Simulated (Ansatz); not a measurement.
`[CH2]1[SiH2][CH2][SnH2]1`, charge 0, multiplicity 1.

Give a relaxed structure at PBE0-D4/def2-TZVP (Ansatz). (Estimate.)

The calculation gave: 
Z-matrix (Å, degrees):
```
Si
C 1 1.890
Sn 1 2.864 2 49.4
C 1 1.890 2 98.8 3 0.1
H 1 1.491 2 112.4 3 -118.6
H 1 1.491 2 112.4 3 118.8
H 2 1.090 1 115.4 3 115.9
H 2 1.090 1 115.4 3 -115.9
H 3 1.709 1 124.9 2 89.9
H 3 1.709 1 124.8 2 -90.1
H 4 1.090 1 115.5 2 -116.0
H 4 1.090 1 115.4 2 115.8
```
Point group C2v.
This is one stationary point; other conformers may exist.
